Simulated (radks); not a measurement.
Problem. Cs40+, configuration [Ne] 3s2 3p3 (the NIST ground configuration). All-electron calculation, scalar-relativistic Kohn-Sham, LDA (Slater exchange, Perdew-Wang correlation), spin-polarised, spherical densities, point nucleus; open shells are filled with parallel spins first (spin-orbit coupling, left out, can overturn this in heavy ions). Program: a radial shooting solver on a logarithmic mesh with Libxc functionals. Some entries of the table are withheld. Estimate them.

orbital  occ.  eigenvalue (hartree)  r(max) (bohr)
1s up       1             -1404.270        0.01680
1s down     1             -1403.972        0.01680
2s up       1             -292.3668        0.09439
2s down     1             -292.0978        0.09439
2p up       3             -272.1145        0.07562
2p down     3             -271.7916        0.07566
3s up       1             -114.4448         0.2551
3s down     1             -113.5955         0.2551
3p up       3             -108.1469         0.2457
3p down     0             -107.2904         0.2457
3d up       0                   (1)         0.1954
3d down     0                   (2)         0.1946
4s up       0                   (3)         0.5082
4s down     0                   (4)         0.5100
4p up       0             -57.43555         0.5073
4p down     0             -57.12983         0.5093

Solution. 
(1) 3d up eigenvalue (hartree): -100.8692
(2) 3d down eigenvalue (hartree): -100.1161
(3) 4s up eigenvalue (hartree): -60.01556
(4) 4s down eigenvalue (hartree): -59.70789
